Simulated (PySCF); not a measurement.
SMILES OB(O)[SiH2]C[SiH3] (CH9BO2Si2) at its GFN2-xTB optimised geometry (Å):

```
15

O      1.1057    -2.1732     0.8084
B      1.7310    -1.2300     0.0610
O      2.8613    -1.5015    -0.6360
Si     0.9880     0.5954     0.0000
C     -0.9237     0.5954     0.0000
Si    -1.7577     2.2957     0.0000
H      1.4891    -3.0542     0.8374
H      3.2185    -2.3931    -0.5877
H      1.4204     1.3727    -1.1776
H      1.4041     1.4247     1.1528
H     -1.2642     0.0344     0.8713
H     -1.2755     0.0333    -0.8669
H     -1.3887     3.0461    -1.2012
H     -1.3769     3.0542     1.1920
H     -3.2185     2.1289     0.0066
```

Method: PBE0/def2-TZVP run with PySCF 2.14.0. Cells within 0.4 Å of a nucleus heavier than hydrogen are left out (blank, or x).

Map of the log10 of the electron density (e/bohr³), floored at −4 on the plane z = 0.6 Å:

```
|00000000000000000000000000000|
|00000000000000000000000000000|
|00000000112110000000000000000|
|00000011233332100000000000000|
|00000123445543200000000000000|
|00012334566654310000000000000|
|00023455677765321111000000000|
|00134566678765333332210000000|
|00235677778765444544320000000|
|00235677777765455665431000000|
|00134566667766567776531000000|
|00023445567777667876532000000|
|00012234567887777876532000000|
|00000123468887777776532100000|
|00000012468887666776543210000|
|00000002456766566776543320000|
|00000001345554456777654431000|
|00000000123333456777665432000|
|00000000011223568987665432000|
|00000000000124689x97655431000|
|00000000000024689x97544321000|
|00000000000013578987543320000|
|00000000000012456786432210000|
|00000000000001235665321000000|
|00000000000000123443210000000|
|00000000000000001221100000000|
|00000000000000000000000000000|
|00000000000000000000000000000|
|00000000000000000000000000000|
```
Scale: ten equal steps from -4.00 (start of '0') to -0.198 (end of '9'), in the order '0123456789'; x runs from -5.50 to 5.50, y from -5.50 (bottom) to 5.50 (top).
